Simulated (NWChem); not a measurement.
System: SiN$_{3}$H$_{7}$; SMILES [SiH](N)(N)N

```xyz
11

Si    -0.0083     0.0373     0.3250
N     -0.1299     1.6634    -0.2559
N      1.2438    -1.0496    -0.1728
N     -1.4556    -0.7118    -0.2371
H      0.2451     0.2095     1.7920
H      0.4284     2.3937     0.1699
H     -0.2904     1.8507    -1.2395
H      2.1502    -1.0134     0.2784
H      1.3283    -1.3322    -1.1430
H     -2.3353    -0.2136    -0.1742
H     -1.5781    -1.7114    -0.1281
```
Atoms are numbered in this order, from 1.

All runs: NWChem. Pople sets run with spherical d functions. Structure relaxed at the PBE0/def2-SVP level. Level: PBE0/6-31G* with SMD (1 M gas to 1 M solution), gas-phase geometry. Reactions with the solvent are ignored.

```json
[
 {"solvent": "water", "dielectric constant": "78.4", "solvation free energy (kcal/mol)": "___", "cavity-dispersion-structure term (kcal/mol)": "___", "dipole in solution (D)": "1.65"},
 {"solvent": "chlorobenzene", "dielectric constant": "5.70", "solvation free energy (kcal/mol)": "-5.3", "cavity-dispersion-structure term (kcal/mol)": "2.5", "dipole in solution (D)": "1.57"},
 {"solvent": "1-propanol", "dielectric constant": "20.5", "solvation free energy (kcal/mol)": "-6.9", "cavity-dispersion-structure term (kcal/mol)": "2.2", "dipole in solution (D)": "1.63"},
 {"solvent": "1-octanol", "dielectric constant": "9.86", "solvation free energy (kcal/mol)": "-6.1", "cavity-dispersion-structure term (kcal/mol)": "2.5", "dipole in solution (D)": "1.61"},
 {"solvent": "2-propanol", "dielectric constant": "19.3", "solvation free energy (kcal/mol)": "-7.0", "cavity-dispersion-structure term (kcal/mol)": "2.1", "dipole in solution (D)": "1.63"},
 {"solvent": "benzene", "dielectric constant": "2.27", "solvation free energy (kcal/mol)": "-3.2", "cavity-dispersion-structure term (kcal/mol)": "2.0", "dipole in solution (D)": "1.46"}
]
```

Question: Complete the blanks.

Answer: 
- water, solvation free energy (kcal/mol): -4.9
- water, cavity-dispersion-structure term (kcal/mol): 4.6
